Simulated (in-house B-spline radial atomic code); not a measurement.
Configurations of Ru2+, with energies counted from [Kr] 4d6. Level of theory: scalar-relativistic (X2C) B97-1, spin-polarised, spherical fractional occupations, Fermi nucleus of rms radius 4.4809 fm; calculated with an all-electron radial atomic-structure program (B-spline basis). Shells without spins written out take the highest spin.

Caution: exact exchange at fractional occupations of open shells leaves self-interaction of up to several eV.

Occupations are held fixed; configurations that lie above the ionisation limit could autoionise.

```csv
configuration,E - E(ref) (eV),highest orbital,its <r> (bohr)
[Kr] 4d5 5s1,2.482,5s up,2.631
"[Kr] 4d(2 up, 4 down)",3.9334,4d up,1.554
[Kr] 4d5 5p1,9.1899,5p up,3.169
[Kr] 4d5 4f1,19.554,4f up,5.527
"[Kr] 4d(4 up, 1 down) 5f(0 up, 1 down)",27.635,5f down,9.462
[Ar] 3d10 4s2 4p5 4d7,44.802,4d down,1.555
"[Ar] 3d10 4s2 4p(2 up, 3 down) 4d(5 up, 1 down) 5f(0 up, 1 down)",72.534,5f down,9.381
```

Task: Order these further configurations by energy, lowest first.
A. [Ar] 3d10 4s2 4p5 4d6 5d1
B. [Ar] 3d10 4s2 4p5 4d6 4f1
C. [Ar] 3d9 4s2 4p6 4d6 5p1
D. [Kr] 4d5 5f1
E. [Ar] 3d(4 up, 5 down) 4s2 4p6 4d(4 up, 2 down) 5d(0 up, 1 down)

Result: D (21.982 eV), A (62.563 eV), B (65.751 eV), C (297.88 eV), E (310.36 eV).

Task: How far above the reference does [Ar] 3d10 4s2 4p5 4d6 5f1 lie?

Result: 68.161 eV; its least bound orbital is 5f up with <r> = 9.125 bohr.

Task: How far above the reference does [Ar] 3d(5 up, 4 down) 4s2 4p6 4d(1 up, 5 down) 5p(1 up, 0 down) lie?

Result: 299.22 eV; its least bound orbital is 5p up with <r> = 3.197 bohr.

Task: How far above the reference does [Ar] 3d9 4s2 4p6 4d6 5f1 lie?

Result: 310.91 eV; its least bound orbital is 5f up with <r> = 9.239 bohr.
